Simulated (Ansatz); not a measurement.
Isolated molecules relaxed with PBE0-D4/def2-TZVP in Ansatz; ΔE leaves out vibrations. CBS: MP2 limit from def2 TZ/QZ plus the TZ coupled-cluster correction, frozen cores. Double bonds are as drawn, so ΔE can hold a change between cis and trans. Functionals use def2-TZVPP. HSE06 is defined as in plane-wave codes. For Ge outer-core shells are correlated without core-valence functions, which leaves a few kJ/mol of doubt a bond. Scalar relativity is left out up to krypton.

`B/C=C(/C)F` + `C[SiH2][GeH3]` → `B[SiH2][GeH3]` + `C/C=C(/C)F`  (formal exchange of groups at a B–C bond)

Problem. Is it downhill or uphill in electronic energy at CCSD(T)/CBS, and by how much? (An estimate is asked.)

Solution. Computed: Uphill: ΔE = +0.84 eV.

Problem. What do these levels give: PBE-D4, revPBE-D4, B97M-V, r2SCAN0-D4, PBE-QIDH, HSE06, LC-ωPBE, HF/def2-SVP, CCSD/def2-SVP, CCSD(T)/def2-TZVPP, HF/CBS(def2), MP2/CBS(def2)? (Best estimate.)

Solution. Computed: PBE-D4 0.81, revPBE-D4 0.81, B97M-V 0.87, r2SCAN0-D4 0.88, PBE-QIDH 0.86, HSE06 0.82, LC-ωPBE 0.83, HF/def2-SVP 0.84, CCSD/def2-SVP 0.73, CCSD(T)/def2-TZVPP 0.83, HF/CBS(def2) 0.90, MP2/CBS(def2) 0.93 eV.

Largest T1 diagnostic among the species: 0.013.

At CCSD(T), def2-SVP lies −0.10 eV from the extrapolated value and def2-TZVPP −0.01 eV. Leaving LDA and LC-ωPBE aside and taking each functional with its dispersion term where it has one, the values, not all of them listed here, spread over 0.11 eV, from revPBE-D4 to ωB97M-V.
